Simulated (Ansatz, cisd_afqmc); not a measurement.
System: BN, charge 0, triplet. BN (SMILES [N]=[B], triplet).
B3LYP-D3(BJ)/def2-TZVP minimum from Ansatz (a program for electronic structure):
```xyz
2

B      0.0000     0.0000    -0.7688
N      0.0000     0.0000     0.5492
```
Charge 0, spin multiplicity 3.

Total energies in cc-pVDZ, 8 correlated electrons, 2 frozen orbitals. UHF or UKS for unpaired electrons; spin-orbit terms are left out. Correlated methods leave the cores frozen. No relativity. AFQMC is phaseless with a CISD trial state; ± is one standard error, without the phaseless bias. Outlying blocks are dropped, and bars are widened where a walk drifts. Over all cases where full CI ran beside it in this data, AFQMC minus full CI had a median of +0.1 mEh and passed +0.4 mEh in a tenth of the cases. Full CI freezes restricted core orbitals and the other rows unrestricted ones, which leaves a small offset even where coupled cluster is exact. The UHF reference of BN ([B]=[N], triplet) is spin-contaminated (<S^2> up to 0.05 over the pure value in the sets run).

```csv
method,program,energy (Eh),error against FCI (mEh)
HF,Ansatz,-78.99688,210.04
MP2,Ansatz,-79.17362,33.30
CCSD,Ansatz,-79.19599,10.94
CCSD(T),Ansatz,-79.20451,2.41
CCSDT(Q),Ansatz,-79.20722,-0.29
CCSDTQ,Ansatz,-79.20693,0.00
AFQMC/CISD,cisd_afqmc,-79.2058 ± 0.0004,1.1 ± 0.4
FCI,Ansatz,-79.20693,0.00
```

Rough core times of Ansatz's runs on a shared machine: CCSD(T) under 20 s, CCSDT(Q) under 20 s, CCSDTQ 2 min, FCI 5 min.
